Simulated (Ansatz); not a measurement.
`CC[SiH](F)[AlH2]` and `F[SiH](F)[AlH2]` differ in one atom or group.

Ansatz, PBE0-D4/def2-TZVP geometries, multiplicity 1. Each molecule was computed in one conformer, which needn't be the lowest.

| property | `CC[SiH](F)[AlH2]` |
| --- | --- |
| HOMO–LUMO gap (PBE/def2-TZVPP) / eV | 3.26 |
| size of the dipole moment (PBE/def2-TZVPP) / D | 1.52 |
| HOMO energy (B3LYP/def2-TZVPP) / eV | -7.10 |
| LUMO energy (PBE0/def2-TZVPP) / eV | -2.14 |
| HOMO–LUMO gap (PBE0/def2-TZVPP) / eV | 5.13 |
| HOMO energy (ωB97M-V/def2-TZVPP) / eV | -9.28 |

Task: What does the change do to each property? (Estimate.)

Result: The calculation gave: 
```json
{"property": "HOMO–LUMO gap (PBE/def2-TZVPP) / eV", "`F[SiH](F)[AlH2]`": "3.35", "shift": "0.09"}
{"property": "size of the dipole moment (PBE/def2-TZVPP) / D", "`F[SiH](F)[AlH2]`": "1.67", "shift": "0.15"}
{"property": "HOMO energy (B3LYP/def2-TZVPP) / eV", "`F[SiH](F)[AlH2]`": "-7.66", "shift": "-0.56"}
{"property": "LUMO energy (PBE0/def2-TZVPP) / eV", "`F[SiH](F)[AlH2]`": "-2.52", "shift": "-0.38"}
{"property": "HOMO–LUMO gap (PBE0/def2-TZVPP) / eV", "`F[SiH](F)[AlH2]`": "5.31", "shift": "0.18"}
{"property": "HOMO energy (ωB97M-V/def2-TZVPP) / eV", "`F[SiH](F)[AlH2]`": "-9.85", "shift": "-0.57"}
```

With PBE0 the HOMO falls by 0.57 eV and the LUMO falls by 0.38 eV, so the gap widens by about 0.19 eV. PBE moves the HOMO by -0.49 eV and ωB97M-V by -0.57 eV. Dipoles are sizes alone; their direction can turn.

B3LYP here is the variant with VWN-RPA as its local correlation; programs differ in this.
